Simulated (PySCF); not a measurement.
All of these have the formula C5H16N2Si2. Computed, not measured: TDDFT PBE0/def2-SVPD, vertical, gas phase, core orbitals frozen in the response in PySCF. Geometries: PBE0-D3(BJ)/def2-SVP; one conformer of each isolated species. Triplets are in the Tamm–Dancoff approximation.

A. `N[SiH2]C[SiH2]N1CCCC1`
B. `CCC(C)(C)[SiH]1N[SiH2]N1`
C. `C[C@@H]1C[SiH2]N[Si@@H]1N(C)C`
D. `CN(C)[Si@@H]1CCC[Si@H]1N`

Lowest singlet levels (six at most, fewer where fewer were computed) with oscillator strengths:

1. 224 nm (f 0.017); 217 nm (f 0.027); 208 nm (f 0.002); 197 nm (f 0.010); 194 nm (f 0.029); 186 nm (f 0.012); T1 5.42 eV
2. 239 nm (f 0.005); 224 nm (f 0.009); 213 nm (f 0.017); 208 nm (f 0.007); 202 nm (f 0.017); 198 nm (f 0.018); T1 4.98 eV
3. 223 nm (f 0.006); 217 nm (f 0.031); 201 nm (f 0.008); 193 nm (f 0.002); 191 nm (f 0.016); 190 nm (f 0.030); T1 5.47 eV
4. 222 nm (f 0.001); 214 nm (f 0.018); 192 nm (f 0.013); 187 nm (f 0.001); 182 nm (f 0.003); 178 nm (f 0.006); T1 5.36 eV

**Question.** Which spectrum belongs to which structure?

**Answer.** 1 = A, 2 = D, 3 = C, 4 = B.
- A: S1 at 5.53 eV, HOMO→LUMO+1 (92%); Löwdin shares by element: HOMO nitrogen 53% or more, carbon 14% or more, silicon 8% or more (atoms not listed hold the other 26%); LUMO silicon 28% or more, hydrogen 23% or more, nitrogen 11% or more (atoms not listed hold the other 38%); HOMO -6.14 and LUMO 0.36 eV.
- B: S1 at 5.59 eV, HOMO→LUMO (97%); Löwdin shares by element: HOMO nitrogen 28%, carbon 16% or more, silicon 14% or more (atoms not listed hold the other 42%); LUMO silicon 36%, hydrogen 18% or more (atoms not listed hold the other 46%); HOMO -6.92 and LUMO -0.08 eV.
- C: S1 at 5.55 eV, HOMO→LUMO (73%), HOMO→LUMO+1 (22%); Löwdin shares by element: HOMO nitrogen 50% or more, carbon 23% or more (atoms not listed hold the other 27%); LUMO silicon 38%, hydrogen 13% or more, nitrogen 7% or more (atoms not listed hold the other 42%); HOMO -6.14 and LUMO 0.44 eV.
- D: S1 at 5.19 eV, HOMO→LUMO (82%), HOMO→LUMO+1 (9%); Löwdin shares by element: HOMO nitrogen 52% or more, carbon 16% or more, silicon 8% or more (atoms not listed hold the other 24%); LUMO silicon 42%, nitrogen 9% or more, hydrogen 9% or more (atoms not listed hold the other 40%); HOMO -6.11 and LUMO 0.20 eV.
A and B have S1 within 0.07 eV of each other; their strongest listed levels stand at 6.40 eV (f 0.029) and 5.78 eV (f 0.018).
A and C have S1 within 0.03 eV of each other; their strongest listed levels stand at 6.40 eV (f 0.029) and 5.71 eV (f 0.031).
B and C have S1 within 0.04 eV of each other; their strongest listed levels stand at 5.78 eV (f 0.018) and 5.71 eV (f 0.031).

Without π bonds the low states are Rydberg-like; a valence basis with one diffuse set may place them up to an eV too high.
